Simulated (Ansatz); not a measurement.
# How methods differ on C4H4Si (SMILES C#C[SiH2]C#C)

C4H4Si has 9 atoms, charge 0, and is taken as a singlet. SMILES: `C#C[SiH2]C#C`. Geometry: optimised at B3LYP/def2-SVP.

Each level gives the adiabatic ionisation energy (to the doublet cation, shapes relaxed at B3LYP/def2-SVP, no zero-point term) (eV). The values are calculated.

```json
{"level": "HF/def2-SVP", "kind": "Hartree–Fock", "program": "Ansatz", "value (eV)": "9.55", "less CCSD(T)/def2-SVP": "-1.00", "CPU time (all runs)": "8.2 s"}
{"level": "PBE/def2-SVP", "kind": "GGA", "program": "Ansatz", "value (eV)": "9.58", "less CCSD(T)/def2-SVP": "-0.97", "CPU time (all runs)": "6.6 s"}
{"level": "B3LYP/def2-SVP", "kind": "global hybrid", "program": "Ansatz", "value (eV)": "9.94", "less CCSD(T)/def2-SVP": "-0.61", "CPU time (all runs)": "9.9 s"}
{"level": "MP2/def2-SVP", "kind": "perturbation theory", "program": "Ansatz", "value (eV)": "10.94", "less CCSD(T)/def2-SVP": "+0.39", "CPU time (all runs)": "11 s"}
{"level": "CCSD(T)/def2-SVP", "kind": "coupled cluster or CI", "program": "Ansatz", "value (eV)": "10.55", "less CCSD(T)/def2-SVP": "0.00", "CPU time (all runs)": "27 s"}
```

Differences are taken from CCSD(T)/def2-SVP for orientation; it has basis-set and higher-order errors of its own. Its T1 diagnostic reaches 0.048, a sign that one reference may not serve. The values span 9.55 to 10.94 eV. Times are those of the runs behind each value, whatever else they computed, on shared processors of several kinds: orders of magnitude only.
